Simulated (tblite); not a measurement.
Parent: `[CH2:1]=[C:2]([SiH2:3][NH2:4])[N:5]([CH3:6])[CH3:7]` with C1–C2–Si3–N4 -136°, C2–Si3–N4–H 176° and 41°, C4H12N2Si.

Computed geometry: GFN2-xTB, gas phase. One conformer each, not checked by frequencies here.

```
coordinate of the parent    value
                   C1=C2  1.339 Å
                  C2–Si3  1.895 Å
                  Si3–N4  1.728 Å
                   C2–N5  1.388 Å
                   N5–C6  1.444 Å
                   N5–C7  1.443 Å
               C1–C2–Si3   118.0°
                C1–C2–N5   123.0°
               Si3–C2–N5   118.8°
               C2–Si3–N4   107.2°
                C2–N5–C6   118.4°
                C2–N5–C7   118.5°
                C6–N5–C7   113.2°
```

Task: How does the shared frame change in `[CH:1]#[C:2][CH2:3][N:4]([CH3:5])[C:6](=[CH2:7])[SiH2:8][NH2:9]` with C2–C3–N4–C5 78°, C3–N4–C6–C7 -154°, N4–C6–Si8–N9 162°, C6–Si8–N9–H 171° and -52°, C6H12N2Si? Atoms pair as C1 = C7, C2 = C6, Si3 = Si8, N4 = N9, N5 = N4, C6 = C5, C7 = C3 (parent first).

Result: 
| parent | relative | value in the relative | change |
| --- | --- | --- | --- |
| C1=C2 | C7=C6 | 1.339 Å | 0.000 |
| C2–Si3 | C6–Si8 | 1.894 Å | -0.001 |
| Si3–N4 | Si8–N9 | 1.722 Å | -0.006 |
| C2–N5 | C6–N4 | 1.381 Å | -0.007 |
| N5–C6 | N4–C5 | 1.441 Å | -0.003 |
| N5–C7 | N4–C3 | 1.445 Å | +0.002 |
| C1–C2–Si3 | C7–C6–Si8 | 119.6° | +1.6 |
| C1–C2–N5 | C7–C6–N4 | 122.7° | -0.3 |
| Si3–C2–N5 | Si8–C6–N4 | 117.5° | -1.3 |
| C2–Si3–N4 | C6–Si8–N9 | 106.7° | -0.5 |
| C2–N5–C6 | C6–N4–C5 | 120.6° | +2.2 |
| C2–N5–C7 | C6–N4–C3 | 121.4° | +2.9 |
| C6–N5–C7 | C5–N4–C3 | 114.2° | +1.0 |

Of the parent's bonds, Si3–N4 and C2–N5 change most and about equally (-0.007 to -0.006 Å). Bonds of the relative outside the shared frame: C1≡C2 1.197, C2–C3 1.456 Å. Point group C1 → C1.

Task: How does the shared frame change in `[CH2:1]=[C:2]([SiH2:3][NH2:4])[N:5]([CH3:6])[CH2:7][C:8]#[C:9][CH3:10]` with C1–C2–Si3–N4 -132°, C2–Si3–N4–H 71° and -62°, C1–C2–N5–C6 6°, C2–N5–C7–C8 -116°, C7H14N2Si? Atoms pair as C1 = C1, C2 = C2, Si3 = Si3, N4 = N4, N5 = N5, C6 = C6, C7 = C7 (parent first).

Result: 
| parent | relative | value in the relative | change |
| --- | --- | --- | --- |
| C1=C2 | C1=C2 | 1.340 Å | +0.001 |
| C2–Si3 | C2–Si3 | 1.905 Å | +0.010 |
| Si3–N4 | Si3–N4 | 1.728 Å | 0.000 |
| C2–N5 | C2–N5 | 1.381 Å | -0.007 |
| N5–C6 | N5–C6 | 1.440 Å | -0.004 |
| N5–C7 | N5–C7 | 1.446 Å | +0.003 |
| C1–C2–Si3 | C1–C2–Si3 | 119.4° | +1.4 |
| C1–C2–N5 | C1–C2–N5 | 122.3° | -0.7 |
| Si3–C2–N5 | Si3–C2–N5 | 117.8° | -1.0 |
| C2–Si3–N4 | C2–Si3–N4 | 115.0° | +7.8 |
| C2–N5–C6 | C2–N5–C6 | 121.1° | +2.7 |
| C2–N5–C7 | C2–N5–C7 | 121.5° | +3.0 |
| C6–N5–C7 | C6–N5–C7 | 114.8° | +1.6 |

Of the parent's bonds, C2–Si3 changes most (+0.010 Å). Bonds of the relative outside the shared frame: C7–C8 1.458, C8≡C9 1.199, C9–C10 1.448 Å. Point group C1 → C1.

Task: How does the shared frame change in `[CH2:1]=[C:2]([SiH2:3][NH2:4])[N:5]([CH3:6])[CH2:7][CH2:8][CH3:9]` with C1–C2–Si3–N4 -123°, C2–Si3–N4–H 178° and 44°, C1–C2–N5–C6 -159°, C2–N5–C7–C8 -78°, N5–C7–C8–C9 177°, C6H16N2Si? Atoms pair as C1 = C1, C2 = C2, Si3 = Si3, N4 = N4, N5 = N5, C6 = C7, C7 = C6 (parent first).

Result: 
```json
{"parent": "C1=C2", "relative": "C1=C2", "value in the relative": "1.341 Å", "change": "+0.002"}
{"parent": "C2–Si3", "relative": "C2–Si3", "value in the relative": "1.896 Å", "change": "+0.001"}
{"parent": "Si3–N4", "relative": "Si3–N4", "value in the relative": "1.731 Å", "change": "+0.003"}
{"parent": "C2–N5", "relative": "C2–N5", "value in the relative": "1.382 Å", "change": "-0.006"}
{"parent": "N5–C6", "relative": "N5–C7", "value in the relative": "1.444 Å", "change": "0.000"}
{"parent": "N5–C7", "relative": "N5–C6", "value in the relative": "1.442 Å", "change": "-0.001"}
{"parent": "C1–C2–Si3", "relative": "C1–C2–Si3", "value in the relative": "117.2°", "change": "-0.8"}
{"parent": "C1–C2–N5", "relative": "C1–C2–N5", "value in the relative": "123.6°", "change": "+0.6"}
{"parent": "Si3–C2–N5", "relative": "Si3–C2–N5", "value in the relative": "119.1°", "change": "+0.3"}
{"parent": "C2–Si3–N4", "relative": "C2–Si3–N4", "value in the relative": "107.4°", "change": "+0.2"}
{"parent": "C2–N5–C6", "relative": "C2–N5–C7", "value in the relative": "120.4°", "change": "+2.0"}
{"parent": "C2–N5–C7", "relative": "C2–N5–C6", "value in the relative": "119.2°", "change": "+0.7"}
{"parent": "C6–N5–C7", "relative": "C7–N5–C6", "value in the relative": "115.0°", "change": "+1.8"}
```

Of the parent's bonds, C2–N5 changes most (-0.006 Å). Bonds of the relative outside the shared frame: C7–C8 1.535, C8–C9 1.523 Å. Point group C1 → C1.
